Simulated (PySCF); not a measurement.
# One molecule, several mistakes: AlCH5Si

All numbers below are calculated, not measured. They come from PySCF 2.14.0, an open-source quantum chemistry program, on an isolated molecule that a program drew, which may never have been made. The molecule is AlCH5Si (charge 0, singlet), drawn as the SMILES string `[Al][CH2][SiH3]`.

Each row is a Hartree-Fock (HF) and frozen-core CCSD(T) single point in the cc-pV(D+d)Z basis, meant for a local HF minimum. Run 1 is clean. Each other run has one planted mistake out of seven kinds, and not every kind appears here: one electron removed, one electron added, multiplicity raised by two, geometry at a saddle point, minimal basis STO-3G, one bond length entered in bohr, all coordinates scaled. The reference is restricted for singlets and unrestricted otherwise, and also for a bond in bohr. Adding or removing an electron swaps singlet and doublet. Electrons count all cores. HOMO and LUMO are orbital energies over both spins, the gradient is its largest component, and the lowest frequency (negative if imaginary) is given only where the gradient is small. Bond lengths are over the 7 bonds as drawn. T1 is the CCSD diagnostic: over 0.02 (restricted) or 0.045 (unrestricted) a single reference is doubtful.

Geometry of the clean run:
```xyz
8
AlCH5Si, angstrom
Al   -0.3928    2.5082   -2.3014
C    -0.1822    1.3831   -0.6488
Si   -0.7516   -0.4027   -0.6443
H     0.8885    1.4031   -0.3859
H    -0.7071    1.9139    0.1629
H    -0.0258   -1.1804   -1.6827
H    -2.2028   -0.4856   -0.9562
H    -0.5341   -1.0807    0.6586
```

| run | electrons | basis functions | <S^2> | HOMO (eV) | LUMO (eV) | gradient (hartree/bohr) | lowest frequency (cm^-1) | mean bond (Å) | longest bond (Å) | T1 | HF (hartree) | CCSD(T) (hartree) | mistake |
|---|---|---|---|---|---|---|---|---|---|---|---|---|---|
| 1 | 38 | 85 | 0.000 | -7.76 | 1.15 | 3.9e-05 | 113 | 1.5069 | 2.010 | 0.0118 | -571.61259 | -571.97127 | no fault |
| 2 | 38 | 85 | 2.007 | -6.17 | 0.17 | 8.3e-03 | - | 1.5069 | 2.010 | 0.0166 | -571.56101 | -571.89382 | multiplicity raised by two |
| 3 | 39 | 85 | 0.886 | 0.14 | 6.21 | 2.2e-02 | - | 1.5069 | 2.010 | 0.0513 | -571.58853 | -571.95597 | one electron added |
| 4 | 37 | 85 | 0.784 | -15.64 | -6.06 | 3.5e-02 | - | 1.5069 | 2.010 | 0.0165 | -571.35962 | -571.68515 | ? |

**Which mistake was planted in run 4, and what did it cost?**

It counts 37 electrons, one fewer than the clean run, at the same geometry and basis. So the mistake is: one electron removed. Subtracting run 1 and multiplying by 627.51 kcal/mol a hartree, the energy moved by 158.7 kcal/mol in HF and 179.5 kcal/mol in CCSD(T).

Cautions from the logs. Run 3: T1 is over the limit, so its CCSD(T) energy is less reliable and the HOMO is above zero, so the electron isn't bound and the energy depends on the basis.
